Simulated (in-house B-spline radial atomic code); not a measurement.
## Ionising V7+ with different functionals

Computed with an all-electron radial atomic-structure program (B-spline basis): scalar-relativistic (spin-free X2C) Hamiltonian, Fermi nucleus of rms radius 3.6002 fm, spin-polarised at highest spin, spherical fractional occupations for the functionals, and exact exchange of hybrids averaged over the configuration. The ionisation energy is the difference of two self-consistent energies, [Ne] 3s2 3p4 → [Ne] 3s2 3p3, without Breit or QED terms; ε is the level of the shell that loses the electron (its least bound occupied spin orbital).

| method | rung | ΔSCF (eV) | -ε(3p) (eV) |
| --- | --- | --- | --- |
| PBE0 | global hybrid | 173.24 | 164.93 |
| B3LYP | global hybrid | 173.49 | 164.44 |
| TPSSh | global hybrid | 173.09 | 163.12 |
| BHandHLYP | global hybrid | 173.22 | 167.79 |
| r2SCAN0 | global hybrid | 172.76 | 164.77 |
| B97-1 | global hybrid | 173.30 | 164.50 |
| HSE06 | range-separated hybrid | ? | ? |
| wB97X | range-separated hybrid | 173.27 | 167.46 |
| CAM-B3LYP | range-separated hybrid | 173.42 | 166.43 |
| LC-wPBE | range-separated hybrid | ? | ? |

Question: What does LC-wPBE give?

Answer: ΔSCF 173.46 eV, and -ε(3p) = 167.68 eV.

Question: What does HSE06 give?

Answer: ΔSCF 173.27 eV, and -ε(3p) = 164.51 eV.

Question: Among the functionals, which spreads more, the ΔSCF values or the orbital energies?

Answer: The orbital energies: ΔSCF values span about 0.73 eV and the orbital energies 4.67 eV; here energy differences depend much less on the functional than eigenvalues do.

Question: How do they compare with the NIST value?

Answer: NIST lists 173.6 eV ± 0.21 (semi-empirical, ground level to ground level). Errors run from -0.79 to -0.06 eV; B3LYP is closest (-0.06 eV), though others lie within the uncertainty of it, and part of that can be cancellation, since the calculations leave out spin-orbit coupling, Breit-QED terms, multiplet and fine-structure energies.
